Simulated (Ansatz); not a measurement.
Start from `C[N](C)[In]([CH3])[Br]` and change one atom or group to get `C[N](C)[In]([CH3])[O][SiH3]`.

Ansatz, PBE0-D4/def2-TZVP geometries, multiplicity 1. Each molecule was computed in one conformer, which needn't be the lowest.

Elements past krypton have def2 core potentials. Scalar relativity is left out up to krypton.

```json
{"property": "HOMO–LUMO gap (ωB97M-V/def2-TZVPP) / eV", "`C[N](C)[In]([CH3])[Br]`": "8.95"}
{"property": "HOMO energy (PBE0/def2-TZVPP) / eV", "`C[N](C)[In]([CH3])[Br]`": "-6.16"}
{"property": "HOMO–LUMO gap (B3LYP/def2-TZVPP) / eV", "`C[N](C)[In]([CH3])[Br]`": "4.81"}
{"property": "HOMO energy (B3LYP/def2-TZVPP) / eV", "`C[N](C)[In]([CH3])[Br]`": "-5.98"}
{"property": "LUMO energy (PBE/def2-TZVPP) / eV", "`C[N](C)[In]([CH3])[Br]`": "-1.74"}
{"property": "size of the dipole moment (PBE/def2-TZVPP) / D", "`C[N](C)[In]([CH3])[Br]`": "3.23"}
```

(1) What does the change do to each property? (An estimate is asked.)

Results:

(1) Ansatz gave: 
```
                                      property  `C[N](C)[In]([CH3])[O][SiH3]`  shift
       HOMO–LUMO gap (ωB97M-V/def2-TZVPP) / eV                           9.01   0.06
            HOMO energy (PBE0/def2-TZVPP) / eV                          -6.12   0.04
         HOMO–LUMO gap (B3LYP/def2-TZVPP) / eV                           4.84   0.03
           HOMO energy (B3LYP/def2-TZVPP) / eV                          -5.94   0.04
             LUMO energy (PBE/def2-TZVPP) / eV                          -1.69   0.05
size of the dipole moment (PBE/def2-TZVPP) / D                           3.38   0.15
```

Dipoles are sizes alone; their direction can turn.

B3LYP here is the variant with VWN-RPA as its local correlation; programs differ in this.

Spin–orbit coupling is left out; it splits and shifts lone-pair levels of the heavy atoms by tenths of an eV.
